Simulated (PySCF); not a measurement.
Give a PBE0-D3(BJ)/def2-SVP geometry of InChI=1S/C8H15OP/c1-9-7-10(2)8-5-3-4-6-8/h5H,3-4,6-7H2,1-2H3/p+1/t10-/m1/s1. (Charge +1.)

```xyz
26
C8H16OP angstrom
C      4.162    0.209    0.346
O      2.977   -0.285   -0.247
C      1.818    0.268    0.258
P      0.467   -0.499   -0.704
C      0.664   -2.280   -0.643
C     -1.117    0.071   -0.163
C     -2.089   -0.729    0.312
C     -3.288    0.064    0.720
C     -3.032    1.455    0.115
C     -1.513    1.532   -0.134
H      4.263    1.296    0.185
H      5.001   -0.306   -0.137
H      4.181   -0.001    1.429
H      1.639    0.043    1.331
H      1.753    1.369    0.133
H      0.690   -0.081   -2.035
H      1.700   -2.502   -0.935
H     -0.038   -2.767   -1.334
H      0.491   -2.633    0.383
H     -2.027   -1.816    0.421
H     -3.344    0.081    1.825
H     -4.228   -0.398    0.381
H     -3.391    2.272    0.755
H     -3.562    1.539   -0.845
H     -0.983    2.054    0.683
H     -1.263    2.067   -1.065
```

Orientation and origin are arbitrary. Atoms count from 1 in this order. The 5 C–C bonds span 1.346 Å (C6=C7, drawn double) to 1.541 Å (C9–C10, drawn single), a spread of 0.195 Å. The C–O distances run from 1.380 Å (O2–C3, drawn single) to 1.415 Å (C1–O2, drawn single), a spread of 0.035 Å. P4 (phosphonium phosphorus) is distorted tetrahedral (angles from 104.8° to 114.1°). C6 (fully substituted alkene carbon) is planar (angles 124.3°, 123.4° and 112.2°, sum 360.0°, 0.02 Å off the plane of its three neighbours).

Bonds between heavy atoms (Å): C1–O2 1.415, O2–C3 1.380, C3–P4 1.827, P4–C5 1.792, P4–C6 1.769, C6=C7 1.346, C7–C8 1.494, C8–C9 1.538, C9–C10 1.541, C6–C10 1.514.

The calculation used PySCF 2.14.0, PBE0-D3(BJ)/def2-SVP geometry optimisation, gas phase.

Point group: C1 (no symmetry element, even within 0.4 Å). Whether it is a minimum is left open (no frequencies). Torsions: C1–O2–C3–P4 178°, O2–C3–P4–C5 52°, C3–P4–C6–C7 -121°, C6–C7–C8–C9 13°, C7–C8–C9–C10 -21°, C8–C9–C10–C6 21°, P4–C6–C10–C9 169°.

One conformer stands for the species.
